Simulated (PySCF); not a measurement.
How methods differ on the ionisation energy of Tm³⁶⁺

Tm³⁶⁺ [Ar] 3d10 4s2 4p3 [4p1/2^2 4p3/2^1, M_J = 3/2] → Tm³⁷⁺ [Ar] 3d10 4s2 4p2 [4p1/2^2, M_J = 0], as a difference of total energies. Computed with PySCF 2.14 in an uncontracted even-tempered set (17 s from 3.9 bohr⁻², ratio 2.8; 13 p from 5.1 bohr⁻², ratio 2.8; 8 d from 9 bohr⁻², ratio 2.8; 4 f from 24 bohr⁻², ratio 3), with the two-component X2C-1e Hamiltonian. Correlated levels: [Ne] frozen; the 74 highest virtual spinors dropped. "Screened" scales the spin-orbit matrix elements by Boettger's factors to mimic the two-electron term; Breit and QED terms are absent.

```tsv
method	ionisation energy (eV)
GHF (spin-free)	1612.2
GMP2 (spin-free)	1613.2
GHF (screened spin-orbit)	1586.1
GMP2 (screened spin-orbit)	1587.0
```

Breit and QED terms and the two-electron picture change are absent.

The spin-free rows relax to the high-spin LS determinant and lack the spin-orbit shift.

The labels give the starting determinants; with spin-orbit coupling the two ends relaxed to ⟨J²⟩ = 3.75, ⟨L²⟩ = 2.46, ⟨S²⟩ = 1.58 and ⟨J²⟩ = 0.00, ⟨L²⟩ = 1.36, ⟨S²⟩ = 1.36.

For comparison: 1591 ± 5 eV (theoretical estimate listed by NIST; NIST Atomic Spectra Database, ionization energies).
